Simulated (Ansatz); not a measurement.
Species: sum formula SiH₂I, charge 1, multiplicity 1. 
Coordinates optimised at B3LYP-D3(BJ)/def2-TZVP (Ansatz, a program for electronic structure):
```xyz
4

Si    -1.7597     0.0180    -0.0037
I      0.5588    -0.0057     0.0012
H     -2.4785     1.2988    -0.0064
H     -2.5045    -1.2479    -0.0039
```
Charge +1, spin multiplicity 1.

Basis-set convergence of Hartree-Fock and CCSD correlation energies (hartree) with Ansatz. Valence correlation only, unless marked. No spin-orbit coupling. The frozen core is the preceding noble-gas configuration, with the filled d and f shells of earlier blocks. In def2 rows, elements after Kr have scalar-relativistic effective core potentials.

| basis | functions | E(HF) | E(corr, CCSD) |
|---|---|---|---|
| def2-SVP | 54 | -586.37936 | -0.20750 |
| def2-TZVPP | 120 | -586.49709 | -0.26746 |
| def2-QZVPP | 212 | -586.50737 | -0.29102 |

Extrapolating the two largest sets (X = 3 and 4) as X^-3: E(corr) = (64·(-0.29102) - 27·(-0.26746))/37 = -0.3082 Eh, an estimate of the basis-set limit. The largest set recovers 94.4 % of it, the smallest 67.3 %.
